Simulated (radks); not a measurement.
The rhodium ion Rh+ inside a hard spherical wall (all orbitals vanish at R), configuration held at [Kr] 4d8 and not refilled when levels cross. All-electron calculation, scalar-relativistic Kohn-Sham, PBEsol, spin-polarised, spherical densities, finite nucleus; open shells are filled with parallel spins first (spin-orbit coupling, left out, can overturn this in heavy ions); Fermi nuclear charge, rms radius 4.4945 fm. Program: a radial shooting solver on a logarithmic mesh with Libxc functionals. Eigenvalues in eV for spin up, with the zero of energy where the potential of the charges vanishes at infinity; a dash marks a level that is unbound or too diffuse for the functional's potential to be trusted. A positive occupied level is held by the wall or, in an anion where self-interaction has pushed it up, behind a barrier. The pressure on the wall is -dE/dV.

| R (bohr) | E (hartree) | kinetic (hartree) | e(3d) | e(4s) | e(4p) | e(4d) | e(5s, empty) | e(5p, empty) | pressure (GPa) |
|---|---|---|---|---|---|---|---|---|---|
| free | -4781.39177 | 4951.309 | -308.25 | -90.662 | -58.682 | -14.165 | -11.032 | -6.253 | 0 |
| 12 | -4781.39177 | 4951.309 | -308.25 | -90.662 | -58.682 | -14.165 | -11.032 | -6.251 | < 0.0001 |
| 10 | -4781.39177 | 4951.309 | -308.25 | -90.662 | -58.681 | -14.165 | -11.031 | -6.234 | < 0.0001 |
| 7 | -4781.39123 | 4951.315 | -308.21 | -90.623 | -58.644 | -14.131 | -10.942 | -5.833 | 0.0455 |
| 5 | -4781.37348 | 4951.447 | -307.50 | -89.975 | -58.018 | -13.556 | -9.647 | -3.199 | 3.02 |
| 4 | -4781.28330 | 4951.970 | -305.33 | -88.091 | -56.218 | -11.809 | -5.795 | 2.657 | 28.8 |
| 3 | -4780.66987 | 4954.912 | -297.03 | -81.487 | -49.916 | -4.927 | 10.561 | 23.988 | 380 |
| 2.5 | -4779.28654 | 4961.092 | -285.14 | -72.866 | -41.371 | 5.328 | 36.749 | 55.166 | 1800 |
| 1.5 | -4751.06885 | 5063.261 | -183.72 | 9.713 | 48.591 | 112.06 | 318.98 | 354.13 | 98500 |
